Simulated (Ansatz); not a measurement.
Cost and result for the atomization energy of CH4B2OSi (9 atoms, 8 bonds).

```xyz
9

B     1.6165   -0.3451   -0.1078
B     0.0900    0.2839   -0.1314
Si   -1.3532   -0.6889    0.4928
C    -0.2433    1.6163   -0.6281
O    -0.5003    2.6572   -1.0169
H     1.7971   -1.4516    0.3180
H     2.5729    0.2598   -0.5019
H    -1.2003   -2.0607    1.0325
H    -2.7793   -0.2708    0.5428
```

Charge 0, multiplicity 1. The bonds changed during the relaxation, so this is another structure than the one it started from. The geometry is a stationary point of PBE0-D4/def2-TZVP. Program: Ansatz. All runs use 2 threads of an Intel Xeon Platinum 8259CL on a shared host. Times are those of one run each, without the atoms' runs, and a repeat can differ threefold. Electronic energies, without spin–orbit coupling; frozen cores. CCSD(T)/CBS adds CCSD(T) − MP2 in def2-TZVPP to the MP2 limit, and its time is that of the two runs behind it. T1 = 0.019; the RHF reference is unstable towards UHF. B3LYP takes the VWN-RPA correlation (the form of Gaussian; ORCA's B3LYP/G). HSE06 is the plane-wave form, built on full-range PBE exchange.

CCSD(T)/CBS is a level of theory with its own doubt, some kJ/mol a heavy atom from the limit and from the frozen cores, so smaller differences don't rank the functionals.

```csv
level,functions,atomization (kJ/mol),difference from CCSD(T)/CBS,per bond
MP2/def2-QZVPP,418,3411.7,65.8,8.2
BLYP-D4/def2-TZVPP,222,3418.9,73.0,9.1
CCSD(T)/def2-SVP,94,3201.7,-144.2,-18.0
B2PLYP/def2-TZVPP,222,3358.3,12.4,1.5
PBE-QIDH/def2-TZVPP,222,3363.8,17.9,2.2
LDA (SPW92)/def2-TZVPP,222,3905.2,559.3,69.9
CCSD(T)/def2-TZVPP,222,3267.6,-78.3,-9.8
r2SCAN-D4/def2-TZVPP (with forces),222,3433.4,87.5,10.9
B3LYP-D4/def2-TZVPP (with forces),222,3397.0,51.1,6.4
HSE06-D4/def2-TZVPP,222,3410.7,64.8,8.1
r2SCANh-D4/def2-TZVPP,222,3398.7,52.8,6.6
CCSD(T)/CBS(def2),–,3345.9,0.0,0.0
PBE-D4/def2-TZVPP (with forces),222,3499.9,154.0,19.3
```

Q: Order the runs by time, with rough figures. (Best estimate.)

A: The calculation gave: LDA (SPW92)/def2-TZVPP 2.2 s; BLYP-D4/def2-TZVPP 3.7 s; PBE-D4/def2-TZVPP (with forces) 4.2 s; CCSD(T)/def2-SVP 4.4 s; HSE06-D4/def2-TZVPP 5 s; r2SCAN-D4/def2-TZVPP (with forces) 6.5 s; r2SCANh-D4/def2-TZVPP 6.5 s; B3LYP-D4/def2-TZVPP (with forces) 8 s; B2PLYP/def2-TZVPP 8.5 s; PBE-QIDH/def2-TZVPP 9 s; MP2/def2-QZVPP 33 s; CCSD(T)/def2-TZVPP 77 s; CCSD(T)/CBS(def2) 110 s.

Leaving LDA and LC-ωPBE aside and taking each functional with its dispersion term where it has one, the values, not all of them listed here, spread over 231.6 kJ/mol, from BHLYP-D4 to PBE-D4. LDA lies +424.5 kJ/mol from PBE without D4, its usual overbinding. The D4 term adds +31.2 kJ/mol with B3LYP and +16.3 kJ/mol with PBE0; it sums over pairs of atoms, weighted by their polarisabilities, and B3LYP, whose exchange is more repulsive, gets the larger term. From PBE to PBE0 (25 % exact exchange), in def2-TZVPP and without D4, the atomization energy moves by −90.4 kJ/mol: exact exchange takes away binding that semilocal exchange gives to molecules.
